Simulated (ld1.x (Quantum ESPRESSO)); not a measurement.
## In: excitation energies, all-electron against TM

* Element: indium (In)
* Generator: ld1.x (Quantum ESPRESSO) 7.5
* Type: norm-conserving Troullier–Martins (Kleinman–Bylander form)
* Functional: PBE
* Relativity: scalar-relativistic
* Frozen core: [Kr]
* Valence charge: 13
* Reference configuration: 4d10 5s2 5p1
* Partial waves: 5p (bound): rc 2.55 bohr; 4d (bound): rc 1.65 bohr; 5s (bound): rc 2.10 bohr
* Local potential: the s channel
* Core correction: Bessel-smoothed model core inside 1.60 bohr

Energies are relative to the spin-unpolarised reference configuration 4d10 5s2 5p1; without spin polarisation the order of configurations can differ from experiment. Not all tests gave a result: 1 of 7 tests not solved or not reliable.

Q: Give the all-electron excitation energy and the error of the potential for: 4d10 5s2 5p0; 4d10 5s0 5p0; 4d9 5s0 5p0; 4d9 5s2 5p1; 4d10 5s2 5p1.3; 4d10 5s1 5p2.

A:

```tsv
valence configuration	charge	ΔE all-electron (eV)	error AE − PS (meV)
4d10 5s2 5p0	+1	5.363	-2.3
4d10 5s0 5p0	+3	52.918	-66
4d9 5s0 5p0	+4	109.307	-278
4d9 5s2 5p1	+1	25.115	-248
4d10 5s2 5p1.3	-0.3	-0.532	0.0
4d10 5s1 5p2	0	5.841	-2.8
```

Levels in the configuration 4d10 5s1 5p2:

```json
{"level": "4d", "all-electron (eV)": "-20.241", "pseudo (eV)": "-20.251"}
{"level": "5s", "all-electron (eV)": "-9.200", "pseudo (eV)": "-9.203"}
{"level": "5p", "all-electron (eV)": "-3.219", "pseudo (eV)": "-3.218"}
```
